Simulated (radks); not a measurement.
Excited configurations of Kr+: one electron is placed in a higher orbital outside [Ar] 3d10 4s2 4p4. The ground configuration is [Ar] 3d10 4s2 4p5. Method: Dirac Kohn-Sham, LDA (Slater exchange, Perdew-Wang correlation), spin-unpolarised, spherical densities, point nucleus; open shells fill j = l - 1/2 first; computed with a radial shooting solver on a logarithmic mesh with Libxc functionals. Excitation = E - E(ground); binding = E(ion) - E, where the ion is the core of charge +2; n* = 2/sqrt(2 binding) in atomic units, and the quantum defect is n - n*.

outer orbital	excitation (eV)	binding (eV)	n*	quantum defect	<r> (bohr)
4d3/2	16.323	8.719	2.498	1.502	3.343
4f5/2	21.522	3.520	3.932	0.068	8.560
5p1/2	17.329	7.713	2.656	2.344	5.059
5d3/2	20.540	4.502	3.477	1.523	7.955
6p1/2	20.872	4.170	3.612	2.388	9.728
6d3/2	22.249	2.793	4.414	1.586	13.78
6f5/2	23.344	1.698	5.661	0.339	22.10
7s1/2	21.970	3.072	4.209	2.791	13.83
7p1/2	22.415	2.627	4.552	2.448	15.78
7d3/2	23.134	1.908	5.340	1.660	21.00

The Delta-SCF ionisation energy is 25.042 eV (NIST Atomic Spectra Database: 24.360 eV, measured). Self-interaction in the functional shifts the binding energies and quantum defects, so they are the method's values and not measured ones. Spin polarisation and multiplet splitting are left out, so open shells lie too high by an amount that depends on their filling.

Beside tabulated values, note that spin-unpolarised runs miss the spin-polarisation part of the exchange energy of open shells.
